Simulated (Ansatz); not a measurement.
Ansatz (a first-principles code) input:

Ansatz 0.2 input:
```yaml
crystal:
  periodic: [false, false, false]
  atoms:
    - {symbol: V, position_ang: [0.00774726, -0.00096737, 0.00261448]}
    - {symbol: C, position_ang: [1.69859817, -0.33863897, -1.02589222]}
    - {symbol: H, position_ang: [2.24438598, -1.19058455, -0.60362141]}
    - {symbol: H, position_ang: [2.35400309, 0.53961555, -0.99257755]}
    - {symbol: H, position_ang: [1.47483191, -0.56057635, -2.07593738]}
    - {symbol: C, position_ang: [0.46336935, 0.52116807, 1.88696199]}
    - {symbol: H, position_ang: [-0.44547660, 0.61342410, 2.49347934]}
    - {symbol: H, position_ang: [0.98800482, 1.48384744, 1.90563602]}
    - {symbol: H, position_ang: [1.11106967, -0.23207373, 2.35110835]}
    - {symbol: C, position_ang: [-1.02556465, 1.48093380, -0.87333810]}
    - {symbol: H, position_ang: [-1.90548010, 1.74506308, -0.27475202]}
    - {symbol: H, position_ang: [-1.36677095, 1.17744921, -1.87023162]}
    - {symbol: H, position_ang: [-0.40234676, 2.37658346, -0.98156583]}
    - {symbol: C, position_ang: [-1.10640105, -1.67096806, 0.02250764]}
    - {symbol: H, position_ang: [-1.29565519, -2.02200864, -0.99886434]}
    - {symbol: H, position_ang: [-2.07261340, -1.48565929, 0.50659523]}
    - {symbol: H, position_ang: [-0.59485073, -2.47056166, 0.57132829]}
basis:
  gaussian:
    orbitals: def2-TZVP
hamiltonian:
  xc: b3lyp
  dispersion: d3bj
magnetization: {spin_polarized: true, initial_magnetization: 1}
relax: {f_tol: 0.002, max_steps: 150}
```

Question: Which total energy does the run end on?

Answer: -1103.70967 Eh (B3LYP-D3(BJ)/def2-TZVP). The basis has 241 functions.

The spin state was set by rule; other spins were not relaxed.
